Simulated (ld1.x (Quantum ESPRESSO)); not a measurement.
# phosphorus (P): ultrasoft pseudisation with PBEsol, non-relativistic reference atom.

* Element: P (Z = 15)
* Generator: ld1.x (Quantum ESPRESSO) 7.5
* Type: ultrasoft
* Functional: PBEsol
* Relativity: non-relativistic
* Frozen core: [Ne]
* Valence charge: 5
* Reference configuration: 3s2 3p2.5 (charge +0.5)
* Partial waves: 3s (bound): rcut 1.55, rcutus 1.75 bohr; 3s channel at 2.55 Ry: rcut 1.55, rcutus 1.75 bohr; 3p (bound): rcut 1.15, rcutus 1.55 bohr; 3p channel at -0.05 Ry: rcut 1.15, rcutus 1.55 bohr
* Local potential: all-electron potential smoothed inside 1.50 bohr (lloc = -2)
* Core correction: none
* Augmentation charge: PSQ, radius 0.95 bohr

All-electron outer shells of the reference configuration (PBEsol, non-relativistic, ld1.x):

```json
{"shell": "3s", "level (eV)": "-18.30", "outermost node (bohr)": "0.66", "outermost maximum (bohr)": "1.58"}
{"shell": "3p", "level (eV)": "-9.65", "outermost node (bohr)": "0.64", "outermost maximum (bohr)": "1.81"}
```

Q: Does the generator finish with these settings?

A: Yes, a potential is produced and its reference levels are reproduced.

Q: Estimate the cutoffs (Ry, on a coarse ladder) from which the occupation-weighted sum of valence levels, in a spherical-Bessel basis at the reference potential, stays within 10 and 1 mRy of its value at 400 Ry.

A: 10 Ry and 15 Ry.

Q: What does a ghost test show?

A: No extra level below or beside the all-electron valence levels (s, p, d, f tested).

Q: Is the overlap operator S = 1 + Σ q|β⟩⟨β| positive definite (Bessel basis up to 400 Ry)?

A: Yes: its lowest eigenvalue is 0.51 (s channel).

Its largest configuration-test error is +4.0 meV (3s0 3p5). Test run stopped at test 6 of 7 (negative rho).
